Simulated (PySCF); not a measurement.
Isomers of C4H8O3, one GFN2-xTB conformer each. Single-point energies are computed at PBE0/pcSseg-1 (PySCF, gas phase, no added dispersion term), electronic only.

```json
{"SMILES": "COCCC(=O)O", "GFN2-xTB relative energy (kJ/mol)": "72.7"}
{"SMILES": "CCOC(=O)OC", "GFN2-xTB relative energy (kJ/mol)": "0.0"}
{"SMILES": "CC1OCOCO1", "GFN2-xTB relative energy (kJ/mol)": "49.4"}
{"SMILES": "COCOC(C)=O", "GFN2-xTB relative energy (kJ/mol)": "63.8"}
{"SMILES": "COC(=O)[C@H](C)O", "GFN2-xTB relative energy (kJ/mol)": "62.9"}
```

Conformers: `[CH3:1][O:2][CH2:3][CH2:4][C:5](=[O:6])[OH:7]` with C1–O2–C3–C4 180°, O2–C3–C4–C5 180°, C3–C4–C5–O6 0°, C4–C5–O7–H 180°; `[CH3:1][CH2:2][O:3][C:4](=[O:5])[O:6][CH3:7]` with C1–C2–O3–C4 -80°, C2–O3–C4–O5 -2°, O3–C4–O6–C7 180°; `[CH3:1][CH:2]1[O:3][CH2:4][O:5][CH2:6][O:7]1` with C1–C2–O3–C4 175°, C2–O3–C4–O5 -56°, O3–C4–O5–C6 56°, C4–O5–C6–O7 -56°; `[CH3:1][O:2][CH2:3][O:4][C:5]([CH3:6])=[O:7]` with C1–O2–C3–O4 -69°, O2–C3–O4–C5 -178°, C3–O4–C5–C6 179°; `[CH3:1][O:2][C:3](=[O:4])[C@H:5]([CH3:6])[OH:7]` with C1–O2–C3–O4 0°, O2–C3–C5–C6 -71°, C3–C5–O7–H 23°.

Task: What does PBE0/pcSseg-1 give for the same structures?

Result: 
| SMILES | PBE0/pcSseg-1 E (Eh) | PBE0/pcSseg-1 (kJ/mol) | GFN2-xTB (kJ/mol) | point group |
| --- | --- | --- | --- | --- |
| CCOC(=O)OC | -382.46363 | 0.0 | 0.0 | C1 |
| COC(=O)[C@H](C)O | -382.45563 | 21.0 | 62.9 | C1 |
| COCCC(=O)O | -382.45251 | 29.2 | 72.7 | Cs |
| COCOC(C)=O | -382.44630 | 45.5 | 63.8 | C1 |
| CC1OCOCO1 | -382.43016 | 87.9 | 49.4 | Cs |

Both levels put the same isomer lowest; measured from each level's own lowest isomer, the values differ by up to 43.5 kJ/mol (COCCC(=O)O: 72.7 against 29.2). As drawn, the lowest has a C=O bond and a C(=O)–O unit, which the highest lacks. Neighbours under 10 kJ/mol apart (COC(=O)[C@H](C)O and COCCC(=O)O) can change places with a better method, another conformer or zero-point energy.

Task: Which frontier levels, dipoles and rotational constants go with these structures?

Result: 
```
          SMILES  HOMO (eV, PBE0/pcSseg-1)  LUMO (eV)  dipole (D)     A, B, C (MHz)
      CCOC(=O)OC                     -8.38       1.26        0.29  7195, 1503, 1389
COC(=O)[C@H](C)O                     -7.88       0.08        2.95  4914, 1852, 1507
      COCCC(=O)O                     -7.48       0.28        0.36  8676, 1113, 1005
      COCOC(C)=O                     -7.88       0.35        2.36  6338, 1415, 1240
       CC1OCOCO1                     -8.00       1.64        1.83  5121, 2562, 1854
```

Task: As an exercise, what shares would exp(−E/RT) give at 1000 K from these electronic energies alone (no entropy, no degeneracies)?

Result: RT = 8.314 kJ/mol: CCOC(=O)OC 89.8 %, COC(=O)[C@H](C)O 7.2 %, COCCC(=O)O 2.7 %, COCOC(C)=O 0.4 %, CC1OCOCO1 under 0.1 %.
